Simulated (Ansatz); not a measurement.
Mg9S9 (started as a model of: 2x3x3 MgS rock-salt block), relaxed as a singlet with RKS PBE-D4/def2-SVP in Ansatz, starting from the GFN1-xTB geometry. Force threshold 0.03 eV/Å.

Another isomer (singlet) lies 0.23 eV lower at PBE0-D4/def2-TZVP; other spin states weren't run for this one.

Start:

Cartesian coordinates in Å:
```
Mg 2.743 2.155 0.200
Mg -0.257 0.540 3.444
Mg 0.869 -0.575 0.517
Mg 1.859 -1.601 -2.490
Mg -1.140 -3.217 0.754
Mg -0.385 2.467 0.873
Mg 0.692 1.377 -2.151
Mg -2.365 -0.271 1.155
Mg -1.287 -1.362 -1.868
S 1.498 1.335 2.050
S 2.630 0.191 -1.131
S -0.586 -1.541 2.348
S 0.550 -2.689 -0.832
S 1.090 3.451 -0.856
S -2.062 1.754 2.548
S -1.018 0.673 -0.605
S 0.159 -0.495 -3.681
S -2.990 -2.193 -0.276
```

**Question.** Estimate the energy that the relaxation releases and the steps that it takes.

**Answer.** 82.5 kJ/mol, in 5 steps; 13 s on 2 threads of AMD EPYC 7R13 on a shared host and a share (18 GiB) of an NVIDIA H100 80GB HBM3. No frequencies were taken in this run, so the end may be a saddle point.

**Question.** Does the start keep its bonding and symmetry?

**Answer.** By distances, no bond broke or formed. The bond that changes most is Mg7–S11, from 2.49 to 2.68 Å (atoms count from 1). Point group C4v at the start, C4v at the end, both within 0.05 Å.

**Question.** Predict the relaxed structure.

**Answer.** 
```xyz
18

Mg    2.599    2.167    0.145
Mg   -0.337    0.585    3.319
Mg    1.019   -0.674    0.607
Mg    1.734   -1.510   -2.488
Mg   -1.202   -3.091    0.687
Mg   -0.372    2.502    0.903
Mg    0.727    1.389   -2.180
Mg   -2.389   -0.290    1.191
Mg   -1.290   -1.402   -1.892
S     1.662    1.341    2.205
S     2.851    0.138   -1.130
S    -0.521   -1.679    2.517
S     0.668   -2.882   -0.818
S     1.009    3.563   -0.926
S    -2.187    1.842    2.530
S    -0.911    0.602   -0.542
S     0.067   -0.439   -3.792
S    -3.129   -2.161   -0.336
```
Bond lengths (bridged metal pairs left out): 33 × Mg–S 2.37 to 2.68 Å.
